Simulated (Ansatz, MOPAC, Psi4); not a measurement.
Reaction (SMILES): N[SiH2][SiH2]N -> [SiH2]([SiH2][NH-])N + H+

Wanted: gas-phase deprotonation energy (enthalpy at 298 K), in kcal/mol. Terms: non-relativistic; LANL2DZ with its own core potentials from Na on; PM7 with its own dispersion and hydrogen-bond terms; no dispersion term unless named; 6-311+G** with 5d, 6d on Na to Ar in Ansatz (a first-principles code); no spin-orbit coupling; six Cartesian d functions in 6-31G* and its kin unless marked 5d; frozen cores in correlated levels. CBS marks a two-point X^-3 extrapolation of the correlation energy; Hartree-Fock from the larger set. First-principles rows: single points at B3LYP-D3(BJ) geometries (Ansatz), with unscaled harmonic terms from B3LYP/6-31G* (Ansatz) at its own minima. Semi-empirical rows: MOPAC heats of formation at their own minima for 298 K, the proton's as measured. Anions need diffuse functions, which STO-3G, LANL2DZ, def2-SVP, cc-pVDZ and Pople sets without + lack.

Coupled cluster (Ansatz) is a level with limits of its own, used here on species with T1 under 0.025 (0.045 for open shells) and stable references: CCSD(T)/CBS(aug-cc-pV(T+d)Z,aug-cc-pV(Q+d)Z).

Value to compare with, CCSD(T)/CBS(aug-cc-pV(T+d)Z,aug-cc-pV(Q+d)Z) (Ansatz): 367.8 kcal/mol.

```json
[
 {"level": "PM7", "program": "MOPAC", "gas-phase deprotonation energy (enthalpy at 298 K) (kcal/mol)": "365.7", "difference": "-2.1"},
 {"level": "MNDO", "program": "MOPAC", "gas-phase deprotonation energy (enthalpy at 298 K) (kcal/mol)": "389.5", "difference": "21.7"},
 {"level": "HF/6-31G*", "program": "Ansatz", "gas-phase deprotonation energy (enthalpy at 298 K) (kcal/mol)": "387.2", "difference": "19.4"},
 {"level": "PBE/LANL2DZ", "program": "Ansatz", "gas-phase deprotonation energy (enthalpy at 298 K) (kcal/mol)": "381.3", "difference": "13.5"},
 {"level": "PBE/6-311+G**", "program": "Ansatz", "gas-phase deprotonation energy (enthalpy at 298 K) (kcal/mol)": "364.6", "difference": "-3.2"},
 {"level": "B3LYP/6-31+G*", "program": "Ansatz", "gas-phase deprotonation energy (enthalpy at 298 K) (kcal/mol)": "368.2", "difference": "0.4"},
 {"level": "PBE0/6-311+G**", "program": "Ansatz", "gas-phase deprotonation energy (enthalpy at 298 K) (kcal/mol)": "370.1", "difference": "2.3"},
 {"level": "wB97X-D/6-311+G**", "program": "Psi4", "gas-phase deprotonation energy (enthalpy at 298 K) (kcal/mol)": "372.8", "difference": "5.0"},
 {"level": "MP2/6-31G*", "program": "Ansatz", "gas-phase deprotonation energy (enthalpy at 298 K) (kcal/mol)": "377.6", "difference": "9.8"},
 {"level": "wB97X-V/def2-TZVPD", "program": "Ansatz", "gas-phase deprotonation energy (enthalpy at 298 K) (kcal/mol)": "370.6", "difference": "2.8"},
 {"level": "B2PLYP-D3(BJ)/def2-TZVPD", "program": "Ansatz + dftd3", "gas-phase deprotonation energy (enthalpy at 298 K) (kcal/mol)": "367.4", "difference": "-0.4"}
]
```

Among the 9 habitual levels, MNDO lies farthest from CCSD(T)/CBS(aug-cc-pV(T+d)Z,aug-cc-pV(Q+d)Z) (Ansatz) (21.7 kcal/mol) and B3LYP/6-31+G* nearest (0.4); 7 of 9 lie above it, and their mean absolute difference is 8.6 kcal/mol, the median 5.0. One case shows no general order.

The levels are drawn from those run, B3LYP/6-31G* more often than the rest, none by its result; left out are runs that failed, that the program found above a lower state of the same kind, or whose <S^2> lies over 0.5 above the pure value.
